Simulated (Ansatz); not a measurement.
Si(OAc)H3 (C₂H₆O₂Si), relaxed as a singlet with RKS PBE0-D4/def2-SVP in Ansatz, starting from the GFN2-xTB geometry. Force threshold 0.02 eV/Å.

Start:

Cartesian coordinates in Å:
```
C -0.654 0.115 0.206
C -0.921 0.967 1.415
O 0.642 -0.015 -0.052
O -1.498 -0.404 -0.474
Si 1.211 -0.902 -1.341
H -1.988 1.016 1.607
H -0.526 1.966 1.241
H -0.403 0.545 2.274
H 0.709 -0.318 -2.579
H 0.798 -2.291 -1.184
H 2.631 -0.678 -1.114
```

| step | energy (eV) | largest force component (eV/Å) | SCF passes |
| --- | --- | --- | --- |
| 1 | -14127.3215 | 1.325 | 25 |
| 2 | -14127.4235 | 0.570 | 30 |
| 3 | -14127.4368 | 0.265 | 29 |
| 4 | -14127.4422 | 0.099 | 30 |
| 5 | -14127.4449 | 0.228 | 29 |
| 6 | -14127.4469 | 0.108 | 30 |
| 7 | -14127.4473 | 0.027 | 24 |
| 8 | -14127.4474 | 0.018 | 25 |

Force components are those of the run's own axes.

End:

```xyz
11

C    -0.610    0.136    0.235
C    -0.958    0.973    1.426
O     0.710    0.050    0.022
O    -1.400   -0.421   -0.487
Si    1.200   -0.892   -1.330
H    -2.045    1.000    1.559
H    -0.565    1.990    1.288
H    -0.473    0.560    2.322
H     0.680   -0.303   -2.592
H     0.778   -2.307   -1.160
H     2.683   -0.785   -1.282
```

By distances, no bond broke or formed. The bond that changes most is O3–Si5, from 1.66 to 1.72 Å (atoms count from 1).

No frequencies were taken in this run, so the end may be a saddle point.

Run time 26 s (2 threads of Intel Xeon Platinum 8259CL on a shared host).
